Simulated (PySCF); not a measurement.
## Relaxation of singlet Ni₃

Computed with PySCF, PBE0, basis Ni def2-TZVP (no relativity, density fitting). A (50,194) grid was used.

A hand-made linear chain start, of D∞h symmetry, held to at least that symmetry:

Coordinates in bohr (charge 0 multiplicity 1):
```
Ni    0.0000    0.0000    0.0000
Ni    0.0000    0.0000    3.9495
Ni    0.0000    0.0000   -3.9495
```

At each step, columns x, y, z (Å) and Fx, Fy, Fz (eV/Å):

```
step 0  E − E(last) = 5.88 kJ/mol
Ni   0.000   0.000   0.000   0.000   0.000   0.000
Ni   0.000   0.000   2.090   0.000   0.000   0.818
Ni   0.000   0.000  -2.090   0.000   0.000  -0.818
step 1  E − E(last) = 2.24 kJ/mol
Ni   0.000   0.000   0.000   0.000   0.000   0.000
Ni   0.000   0.000   2.119   0.000   0.000   0.486
Ni   0.000   0.000  -2.119   0.000   0.000  -0.486
step 2  E − E(last) = 0.05 kJ/mol
Ni   0.000   0.000   0.000   0.000   0.000   0.000
Ni   0.000   0.000   2.161   0.000   0.000   0.066
Ni   0.000   0.000  -2.161   0.000   0.000  -0.066
step 3  E − E(last) = 0.00 kJ/mol
Ni   0.000   0.000   0.000   0.000   0.000   0.000
Ni   0.000   0.000   2.168   0.000   0.000   0.006
Ni   0.000   0.000  -2.168   0.000   0.000  -0.006
step 4  E − E(last) = 0.00 kJ/mol
Ni   0.000   0.000   0.000   0.000   0.000   0.000
Ni   0.000   0.000   2.168   0.000   0.000   0.000
Ni   0.000   0.000  -2.168   0.000   0.000   0.000
```

It ends at D∞h with Ni–Ni 2.168 Å (×2); Ni–Ni–Ni 180.0°. A frequency run shows 2 imaginary modes (one degenerate set), down to 57i cm⁻¹, so it is a higher-order saddle point. Other isomers or separated fragments may lie lower.

Stability towards spin polarisation was not tested.

The relaxation took roughly 60 core-seconds on a shared host.
